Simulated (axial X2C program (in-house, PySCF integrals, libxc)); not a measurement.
## Which molecule has these constants?

Computed with an in-house all-electron X2C program for linear molecules (integrals from PySCF), spin-free (one-electron X2C) or two-component (2c: spin–orbit coupling with atomic mean-field Coulomb and Gaunt terms, which also bring small scalar terms), in Dyall basis sets with cores contracted in-house; open shells are unrestricted.

A two-component PBE0 calculation in a Dyall 3-zeta basis gave Re = 4.245 Å, ωe = 120.5 cm⁻¹, De = 0.40 eV, Ω = 1/2.

Problem. Which molecule is it?
A. LiCs⁺
B. NaCs⁺
C. CsH⁺

Solution. A. The others have CsH⁺ 3.505 Å and 164.1 cm⁻¹ (Ω = 1/2); NaCs⁺ 4.481 Å and 65.4 cm⁻¹ (Ω = 1/2).

Each entry is the lowest single determinant of a limited PBE0 search at one distance. De goes to single-determinant-based atoms at the same level (for ions the charge split of lowest energy) and is withheld (n/a) where an atom does not fit its ground term or J level. Main or longest-lived isotopes.
